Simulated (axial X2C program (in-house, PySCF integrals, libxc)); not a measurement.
**Outer orbitals of RbN⁻ at 2.766 Å, BP86**

Computed with an axial X2C code built on PySCF integrals. Spin-free means the one-electron spin-free X2C Hamiltonian; two-component (2c) means X2C with spin–orbit coupling and atomic mean-field two-electron Coulomb and Gaunt terms, so the difference of the two also holds small scalar two-electron terms. Basis: Rb dyall-acv3z [13s14p9d4f1g], N dyall-av3z [7s7p3d2f] (cores contracted in-house); Gaussian nuclei, density fitting, unrestricted open shells. Masses: Rb 84.912 u, N 14.003 u.

The distance is close to the 2c PBE0 minimum; the highest filled and lowest empty levels are listed.

Spin-free orbitals, state M_S = 3/2, Λ = 0 (beyond evenly filled blocks: σα, π+α, π-α) (Löwdin shares):

```
symmetry  occupied  ε (eV)            atomic character
      σα       yes  -28.05                    98% Rb s
      σβ       yes  -28.04                    98% Rb s
      σα       yes  -12.94  70% N s, 26% Rb p, 2% Rb d
     π-α       yes  -12.23                   100% Rb p
     π+α       yes  -12.23                   100% Rb p
     π-β       yes  -12.21                   100% Rb p
     π+β       yes  -12.21                   100% Rb p
      σβ       yes  -12.11            92% Rb p, 5% N s
      σα       yes  -11.71           74% Rb p, 22% N s
      σβ       yes   -9.64   87% N s, 8% Rb p, 4% Rb d
     π+α       yes   -1.80            96% N p, 2% Rb d
     π-α       yes   -1.80            96% N p, 2% Rb d
      σα       yes   -0.75   90% N p, 4% Rb s, 3% Rb d
      σβ       yes    0.32  79% N p, 14% Rb s, 3% Rb d
      σα       yes    0.61  74% Rb s, 22% Rb p, 3% N p
      σβ        no    0.86  52% Rb s, 44% Rb p, 4% N p
      σα        no    0.88          64% Rb p, 35% Rb s
     π-α        no    0.94                    99% Rb p
     π+α        no    0.94                    99% Rb p
```

The highest filled level is positive, so this functional does not bind it, and the empty levels of an anion are set by the basis.

Spinors with spin–orbit coupling (state Ω = 3/2):

```
   ω  occupied  ε (eV)            atomic character     λ mixture
 1/2       yes  -28.06                    98% Rb s        100% σ
-1/2       yes  -28.04                    98% Rb s        100% σ
 1/2       yes  -13.02           52% N s, 45% Rb p  85% σ, 15% π
-1/2       yes  -12.75                    98% Rb p  73% π, 27% σ
 1/2       yes  -12.55           74% Rb p, 25% N s  72% π, 28% σ
 3/2       yes  -11.95                   100% Rb p        100% π
-3/2       yes  -11.92                   100% Rb p        100% π
-1/2       yes  -11.88            93% Rb p, 4% N s  73% σ, 27% π
 1/2       yes  -11.57           81% Rb p, 16% N s  86% σ, 14% π
-1/2       yes   -9.64   86% N s, 8% Rb p, 4% Rb d        100% σ
-1/2       yes   -1.80            96% N p, 2% Rb d        100% π
 3/2       yes   -1.79            96% N p, 2% Rb d        100% π
 1/2       yes   -0.75   90% N p, 4% Rb s, 3% Rb d        100% σ
-1/2       yes    0.32  79% N p, 14% Rb s, 3% Rb d        100% σ
 1/2       yes    0.61  74% Rb s, 22% Rb p, 3% N p        100% σ
-1/2        no    0.86  52% Rb s, 44% Rb p, 4% N p        100% σ
 1/2        no    0.88          64% Rb p, 35% Rb s        100% σ
-1/2        no    0.94                    99% Rb p        100% π
 3/2        no    0.94                    99% Rb p        100% π
```

The highest filled level is positive, so this functional does not bind it, and the empty levels of an anion are set by the basis.

Mulliken charges and populations of the two-component result (they depend on the basis, above all on diffuse functions):

Rb -0.23 e (s 8.90 p 18.24 d 10.08), N -0.77 e (s 4.02 p 3.75). ⟨Lz⟩ = 0.00 ħ and ⟨Sz⟩ = 1.50 ħ (0.43 and 1.07 on the two atoms), which add up to Ω.

The state is one determinant whose occupation by symmetry is held fixed; it was picked as the lowest of a PBE0 search that is not exhaustive. Density functionals use the spin component along the axis (collinear). Other states lie close and PBE0, whose exact exchange favours high spin, may order them wrongly; the determinant shown need not be the ground state. The nearest other spin-free determinant of the search, M_S = 1/2, Λ = 0, lies 0.04 eV up at the distance of the search. With several unpaired electrons one determinant need not be a pure state. A state of lower Ω lies just above, and one determinant can place such states too high, so the state shown need not be the lowest. The search has Ω = 1/2 only 0.04 eV up. The highest occupied level of some functionals is positive through self-interaction error; at Hartree–Fock it is bound. This is the top spin component of a Σ state; components of lower Ω are not single determinants and can lie lower.
